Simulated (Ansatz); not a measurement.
Basis-set extrapolation for C2H5AlS, SMILES `C=[C]([AlH2])S` (PBE0-D4/def2-TZVP geometry, frozen core, Ansatz 0.2.0). Multiplicity 1, RHF reference.

```csv
,def2-TZVPP,def2-QZVPP
HF,-718.107359,-718.129450
MP2 correlation,-0.580905,-0.623049
CCSD(T) correlation,-0.656187,not run
```

Energies in hartree. Use E(X) = E(∞) + A·exp(−7.88·√X) for Hartree–Fock and E(X) = E(∞) + B·X^(−2.97) for correlation, with X = 3 and 4, and add CCSD(T) minus MP2 of the smaller set to the MP2 limit.

Q: What is the CCSD(T) energy at the basis-set limit?

A: HF limit: -718.129450 + (-0.022091) × 0.13774 = -718.13249. MP2 limit: -0.623049 + (-0.042144) × 0.74074 = -0.65427. Higher-order term: -0.656187 − (-0.580905) = -0.07528. Total: -718.86204 hartree, 258.6 kJ/mol below CCSD(T)/def2-TZVPP.
